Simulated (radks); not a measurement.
Values are calculated unless marked as measured or tabulated.
The nuclear charge of neutral germanium is varied continuously with 32 electrons held in [Ar] 3d10 4s2 4p2. Code: a radial shooting solver on a logarithmic mesh with Libxc functionals. Model: Dirac Kohn-Sham, LDA (Slater exchange, Perdew-Wang correlation), spin-unpolarised, spherical densities, point nucleus; open shells are shared between the two j in proportion to 2j + 1. By the Hellmann-Feynman theorem dE/dZ = E(electron-nucleus)/Z, the electronic potential at the nucleus.

Z     E (hartree)  E(electron-nucleus)/Z (hartree)   HOMO  e(HOMO) (eV)  <r> HOMO (bohr)
31.8  -2064.49961                         -156.820  4p3/2        -2.491            3.096
31.9  -2080.21538                         -157.495  4p3/2        -3.218            2.992
32    -2095.99865                         -158.170  4p3/2        -3.983            2.899
32.1  -2111.84934                         -158.844  4p3/2        -4.786            2.817
32.2  -2127.76739                         -159.517  4p3/2        -5.624            2.742
32.3  -2143.75276                         -160.190  4p3/2        -6.495            2.674
32.4  -2159.80539                         -160.863  4p3/2        -7.397            2.611
32.5  -2175.92525                         -161.535  4p3/2        -8.331            2.553
32.6  -2192.11232                         -162.207  4p3/2        -9.294            2.499
32.7  -2208.36655                         -162.878  4p3/2       -10.285            2.449
32.8  -2224.68793                         -163.549  4p3/2       -11.305            2.401
32.9  -2241.07644                         -164.221  4p3/2       -12.352            2.357
33    -2257.53205                         -164.892  4p3/2       -13.425            2.315

The central difference of E at Z = 32 is -158.170 hartree, to compare with the third column; the second derivative is -6.74 hartree.
